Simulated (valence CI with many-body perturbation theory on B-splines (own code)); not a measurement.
## Level structure of I IV

Computed by valence CI with perturbative core correlation (CI+MBPT): four valence electrons over a frozen Dirac-Fock core [Kr] 4d10, a basis of 11 s, 11 p, 10 d, 8 f, 5 g, 2 h functions for each j, with the one-electron correlation potential Σ1, the two-electron term Σ2, the three-electron term Σ3, Breit, model QED; selected CI, second order for the rest (own B-spline code, finite nucleus).

No measured levels were compared; by estimate levels hold to about 250 cm⁻¹ or 0.2 % of their energy and the worst to 1 %, as in measured heavy ions of charge 2 to 7; those with d or f electrons hold less well. Among the levels kept, up to 760 cm⁻¹ of a level comes from second order outside the variational space, and about a tenth of that is noise between levels of different J, which matters for small intervals.

Levels 46 to 90 of 197, with energies above the lowest level, 5s2 5p2 3P_0. "Leading %" is the weight of the configuration and term that name the level; weights of strongly mixed levels are sums over their largest components and can fall short. In the jj column 3d3/2^4 stands for four electrons in 3d with j = 3/2.

```
No.  Configuration  Term  J  E (cm⁻¹)  Leading %      g                   Leading jj
 46      5s2 5p 6p    3S  1    194350         76  1.843      5s^2 5p3/2 6p3/2 (62 %)
 47      5s2 5p 6p    1D  2    195570         61  1.157      5s^2 5p3/2 6p3/2 (75 %)
 48      4f 5s2 5p    3D  3    197630         66  1.271      4f7/2 5s^2 5p3/2 (64 %)
 49      4f 5s2 5p    3D  2    198943         69  1.095      4f5/2 5s^2 5p3/2 (71 %)
 50            5p4    3P  2    200396         37  1.402       5p1/2^2 5p3/2^2 (42 %)
 51      4f 5s2 5p    3D  1    200653         90  0.498      4f5/2 5s^2 5p3/2 (90 %)
 52      5s2 5p 6p    1S  0    202210         82             5s^2 5p3/2 6p3/2 (88 %)
 53      5s 5p2 5d    5F  1    203543         86  0.122      5s 5p1/2^2 5d3/2 (51 %)
 54      4f 5s2 5p    1G  4    203991         83  1.009      4f5/2 5s^2 5p3/2 (51 %)
 55      5s 5p2 5d    5F  2    204913         78  1.053  5s 5p1/2 5p3/2 5d3/2 (34 %)
 56      4f 5s2 5p    1D  2    206202         68  1.036      4f7/2 5s^2 5p3/2 (65 %)
 57      5s 5p2 5d    5F  3    207093         78  1.296  5s 5p1/2 5p3/2 5d3/2 (35 %)
 58      5s 5p2 5d    3P  1    207649         45  1.432         5p1/2 5p3/2^3 (39 %)
 59      5s 5p2 5d    3P  0    208148         40              5p1/2^2 5p3/2^2 (28 %)
 60      5s 5p2 5d    5F  4    210637         82  1.368  5s 5p1/2 5p3/2 5d5/2 (73 %)
 61      5s 5p2 5d    5D  2    213252         38  1.222  5s 5p1/2 5p3/2 5d3/2 (42 %)
 62      5s 5p2 5d    5D  0    213587         86         5s 5p1/2 5p3/2 5d3/2 (65 %)
 63      5s 5p2 5d    5D  1    213812         84  1.473  5s 5p1/2 5p3/2 5d3/2 (54 %)
 64      5s 5p2 5d    5D  3    214212         56  1.424  5s 5p1/2 5p3/2 5d3/2 (35 %)
 65      5s 5p2 5d    5D  2    214414         35  1.246         5p1/2 5p3/2^3 (28 %)
 66      5s 5p2 5d    5F  5    214995         93  1.394      5s 5p3/2^2 5d5/2 (49 %)
 67      5s 5p2 5d    5D  4    216499         64  1.425  5s 5p1/2 5p3/2 5d5/2 (48 %)
 68      5s 5p2 5d    3F  2    218364         82  0.734  5s 5p1/2 5p3/2 5d5/2 (37 %)
 69      5s 5p2 5d    3F  3    221474         67  1.217  5s 5p1/2 5p3/2 5d5/2 (50 %)
 70      5s2 5p 6d   3F°  2    221687         69  0.767      5s^2 5p1/2 6d3/2 (94 %)
 71      5s2 5p 6d   3D°  2    223337         37  1.247      5s^2 5p1/2 6d5/2 (94 %)
 72      5s2 5p 6d   3F°  3    223574         52  1.129      5s^2 5p1/2 6d5/2 (92 %)
 73      5s 5p2 5d    5P  3    223792         60  1.546  5s 5p1/2 5p3/2 5d5/2 (37 %)
 74      5s2 5p 6d   3D°  1    223929         61  0.754      5s^2 5p1/2 6d3/2 (92 %)
 75      5s2 5p 7s   3P°  0    224136         95                5s^2 5p1/2 7s (95 %)
 76      5s2 5p 7s   3P°  1    224418         66  1.344         5s^2 5p1/2 7s (95 %)
 77      5s 5p2 5d    5P  2    225204         84  1.789  5s 5p1/2 5p3/2 5d3/2 (39 %)
 78      5s 5p2 5d    5P  1    226012         81  2.446  5s 5p1/2 5p3/2 5d3/2 (44 %)
 79      5s 5p2 5d    3F  4    226805         66  1.289      5s 5p3/2^2 5d5/2 (67 %)
 80      5s 5p2 6s    5P  1    229024         78  2.421         5s 5p1/2^2 6s (52 %)
 81            5p4    3P  2    231527         33  1.416  5s 5p1/2 5p3/2 5d5/2 (35 %)
 82      5s 5p2 6s    3P  0    233578         58                5s 5p1/2^2 6s (33 %)
 83      5s2 5p 6d   1D°  2    233616         45  0.974      5s^2 5p3/2 6d3/2 (72 %)
 84      5s2 5p 6d   3F°  4    234250         94  1.250      5s^2 5p3/2 6d5/2 (94 %)
 85      5s 5p2 6s    5P  2    234274         91  1.816     5s 5p1/2 5p3/2 6s (88 %)
 86      5s2 5p 6d   3D°  3    234319         59  1.240      5s^2 5p3/2 6d3/2 (47 %)
 87            5p4    1S  0    234992         31             5s 5p3/2^2 5d5/2 (37 %)
 88      5s2 5p 6d   3P°  2    235278         44  1.370      5s^2 5p3/2 6d5/2 (57 %)
 89      5s2 5p 6d   3P°  1    235558         51  1.156      5s^2 5p3/2 6d3/2 (80 %)
 90      5s 5p2 5d    3D  1    235607         26  0.929  5s 5p1/2 5p3/2 5d5/2 (25 %)
```

Names give the largest LS component (configuration and term), which can be under half, so a name can repeat, a term be missing and a line seem to break the LS rules; names also repeat where a configuration has a term twice.

Where two levels of one J and parity lie close, their mixing, g and order are uncertain.
